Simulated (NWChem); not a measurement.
System: As cation, triplet

Here is an NWChem input.

```
start job
memory heap 200 mb stack 900 mb global 1100 mb
charge 1
geometry units angstroms noautoz
  As     0.000000     0.000000     0.000000
end
basis spherical
  * library def2-tzvp
end
dft
  odft
  mult 3
  xc scan
  iterations 150
  mulliken
end
task dft energy
```

The open p shell is one determinant without spherical averaging. No stability test was run on the SCF state.

What results follow from this input? (SCAN/def2-TZVP, spin-unrestricted.) Quantities: energy (Ha); highest occupied level (eV); lowest empty minus highest occupied level, either spin (eV); <S²>.

The energy (Ha) is -2235.62. The highest occupied level (eV) is -14.50 and the lowest empty minus highest occupied level, either spin (eV) is 0.68. The <S²> is 2.00.
